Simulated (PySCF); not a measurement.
Here is a computed PBE0-D3(BJ)/def2-SVP geometry (Å):
```
S 
Si  1  2.1450
O   2  1.6553  1  112.50
Si  3  1.6568  2  145.12  1    17.76
S   4  2.1448  3  112.79  2    23.03
H   1  1.3522  2   94.10  3   -72.55
H   2  1.4857  1  104.98  3  -118.47
H   2  1.4874  1  109.96  3   121.20
H   4  1.4852  3  108.79  2   139.12
H   4  1.4876  3  108.52  2   -98.99
H   5  1.3523  4   94.07  3   -72.85
```
Z-matrix in Å and degrees, rows numbered from 1.

Neutral, closed shell.

Read off the bonds between heavy atoms and their formal orders.

S1–Si2 (single); Si2–O3 (single); O3–Si4 (single); Si4–S5 (single). Hydrogens: H6 on S1; H7, H8 on Si2; H9, H10 on Si4; H11 on S5.

Give the structure as a SMILES string.

`S[SiH2]O[SiH2]S`, H6OS2Si2. Among its features: Si–H bond and siloxane link.

Describe the place of each heavy atom.

S1/S5: sulfur bonded to Si and H; Si2/Si4: oxygen-bound silicon; O3: siloxane oxygen.

What is the arrangement about Si2?

It has 4 neighbours (S1, O3, H7, H8) and is distorted tetrahedral (angles from 105.0° to 112.5°).

What is the arrangement about O3?

It has 2 neighbours (Si2, Si4) and is bent (angle 145.1°).
